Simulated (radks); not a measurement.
Values are calculated unless marked as measured or tabulated.
Orbital eigenvalues (eV) of the nickel ion Ni+, [Ar] 3d9, at several levels of relativity; Dirac values are averaged over j with weights 2j + 1. Spin-unpolarised spherical Kohn-Sham, PBE, point nucleus unless stated (finite: rms radius 3.7757 fm), a radial shooting solver on a logarithmic mesh with Libxc functionals. A level marked "c x" has the speed of light scaled by that factor and shares open shells by 2j + 1; other Dirac levels either fill j = l - 1/2 first or share by 2j + 1.

| shell | non-rel. | scalar-rel., finite nucleus | Dirac, low j first | Dirac, 2j+1 shares, finite nucleus | change of magnitude, last against first (%) |
|---|---|---|---|---|---|
| 1s | -8125.3 | -8215.5 | -8213.6 | -8213.5 | +1.09 |
| 2s | -965.06 | -984.36 | -984.02 | -984.04 | +1.97 |
| 2p | -842.83 | -847.29 | -847.03 | -847.06 | +0.50 |
| 3s | -111.09 | -114.33 | -114.29 | -114.30 | +2.89 |
| 3p | -73.899 | -74.823 | -74.805 | -74.817 | +1.24 |
| 3d | -13.048 | -12.963 | -12.954 | -12.963 | -0.65 |
